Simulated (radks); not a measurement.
Question: Tb+, 64 electrons, occupied as [Kr] 4d10 4f9 5s2 5p5.75 6s1 5d0.25 (fractional occupations, a model configuration). Method: non-relativistic Kohn-Sham, PBE, spin-unpolarised, spherical densities, point nucleus; relativity is left out, which matters for an element this heavy; computed with a radial shooting solver on a logarithmic mesh with Libxc functionals. Some entries of the table are withheld. Estimate them.

orbital,occ.,eigenvalue (eV),<r^2> (bohr^2)
1s,2,-48630.16,0.0007278
2s,2,-7770.783,0.01155
2p,6,-7399.522,0.008587
3s,2,(1),0.07453
3p,6,(2),(3)
3d,10,-1243.492,0.05550
4s,2,-337.6614,0.3757
4p,6,-272.3719,0.3964
4d,10,-155.7880,0.4530
5s,2,-47.8504,2.277
5p,5.75,-30.7005,(4)
4f,9,-13.5975,0.9602
6s,1,-8.3262,(5)
5d,0.25,-7.8557,8.429

Answer: 
(1) 3s eigenvalue (eV): -1718.560
(2) 3p eigenvalue (eV): -1552.619
(3) 3p <r^2> (bohr^2): 0.06968
(4) 5p <r^2> (bohr^2): 2.946
(5) 6s <r^2> (bohr^2): 17.65
